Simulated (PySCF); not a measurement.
# Magnetisability and related constants of `C=C1CC(C(=C)C)C1`, C₈H₁₂

The calculation used GIAO B3LYP/ANO-RCC-VDZP magnetisability, rotational g tensor and spin-rotation constants, non-relativistic, gas phase (PySCF 2.14.0). Geometry: GFN2-xTB.

Input:
```
{"job": {"kind": "mag", "xc": "B3LYP", "basis": "ANO-RCC-VDZP"}, "charge": 0, "multiplicity": 1}
C      2.975129     0.428264    -0.049176
C      1.770457    -0.077930     0.110091
C      0.801774    -0.762282    -0.814487
C     -0.218126    -0.838764     0.347074
C     -1.496634    -0.072779     0.194647
C     -2.642974    -0.561340     0.644811
C     -1.419656     1.273872    -0.462833
C      0.828873    -0.171987     1.278798
H      3.506261     0.895647     0.763364
H      3.481078     0.394984    -0.999762
H      0.494199    -0.169959    -1.673866
H      1.139405    -1.734639    -1.172752
H     -0.445776    -1.864062     0.642530
H     -2.708010    -1.532935     1.104818
H     -3.564982    -0.009649     0.571462
H     -2.264011     1.892401    -0.169111
H     -1.448752     1.163419    -1.547239
H     -0.496495     1.787349    -0.204109
H      1.179169    -0.811931     2.088028
H      0.523922     0.783001     1.705889
```
Coordinates are in Å.

Command: `OMP_NUM_THREADS=1 python excited_run.py task.json out`

Question: Show the output.

Answer: Atoms count from 0.
```
coarse grid: 16128 points
cycle   1  E = -312.0142394754  dE =  9.870e-01  |g| = 5.340e-01  |ddm| = 6.167e+00
cycle   2  E = -312.0052643851  dE =  8.975e-03  |g| = 5.680e-01  |ddm| = 1.281e+00
cycle   3  E = -312.0957313329  dE = -9.047e-02  |g| = 2.918e-02  |ddm| = 7.347e-01
cycle   4  E = -312.0959065553  dE = -1.752e-04  |g| = 1.277e-02  |ddm| = 4.416e-02
cycle   5  E = -312.0959334539  dE = -2.690e-05  |g| = 7.262e-03  |ddm| = 1.873e-02
cycle   6  E = -312.0959462842  dE = -1.283e-05  |g| = 1.561e-03  |ddm| = 8.344e-03
cycle   7  E = -312.0959469323  dE = -6.481e-07  |g| = 2.862e-04  |ddm| = 1.893e-03
final grid: 154128 points
cycle   8  E = -312.0972892434  dE = -6.286e-05  |g| = 6.660e-03  |ddm| = 5.898e-02
cycle   9  E = -312.0972853878  dE =  3.856e-06  |g| = 7.700e-03  |ddm| = 1.513e-02
cycle  10  E = -312.0973010321  dE = -1.564e-05  |g| = 1.419e-03  |ddm| = 9.360e-03
cycle  11  E = -312.0973015197  dE = -4.876e-07  |g| = 3.268e-04  |ddm| = 1.746e-03
cycle  12  E = -312.0973015467  dE = -2.699e-08  |g| = 6.650e-05  |ddm| = 3.794e-04
cycle  13  E = -312.0973015476  dE = -9.256e-10  |g| = 2.750e-05  |ddm| = 8.566e-05
converged SCF energy = -312.0973015476

Magnetisability tensor (1e-30 J/T^2)
    -1167.68      -39.30       -7.23
      -39.30    -1158.26      -44.18
       -7.23      -44.18    -1233.00
isotropic -1186.31   principal values   -1259.89  -1183.38  -1115.67
isotropic susceptibility -71.441 1e-6 cm^3/mol

Inertial axes            a          b          c
rot. const./GHz      4.5270     1.2816     1.2028
chi total           -70.368    -68.615    -75.341
chi diamagnetic    -401.744  -1074.647  -1143.326
chi paramagnetic    331.376   1006.032   1067.985
quadrupole/D A       -2.130      1.744      0.386
g nuclear            0.6680     0.5929     0.5957
g electronic        -0.7047    -0.6057    -0.6035
g total             -0.0368    -0.0128    -0.0078

Spin-rotation constants (kHz, H = +C I.J)
atom  isotope        aa         bb         cc
  8     1H       -0.282     -0.145      0.061
  9     1H       -0.239     -0.093      0.002
 10     1H       -0.459      0.028     -0.106
 11     1H       -0.432     -0.087     -0.002
 12     1H       -0.427      0.041     -0.116
 13     1H       -0.430      0.104     -0.136
 14     1H        0.155     -0.071     -0.130
 15     1H       -0.106     -0.109     -0.092
 16     1H       -0.492     -0.083     -0.011
 17     1H       -0.043     -0.120     -0.096
 18     1H       -0.450      0.041     -0.114
 19     1H       -0.447     -0.104      0.009
  0    13C*       1.130      0.232      0.472
  1    13C*       1.624      0.275      0.565
  2    13C*       0.643      0.222      0.217
  3    13C*       0.873      0.207      0.205
  4    13C*       1.798      0.640      0.190
  5    13C*       1.297      0.480      0.209
  6    13C*       0.659      0.167      0.175
* in the singly substituted isotopologue
```

It took 56 s wall time on 1 thread of an AMD EPYC 9R45 96-Core, shared host, peak memory 0.84 GiB.
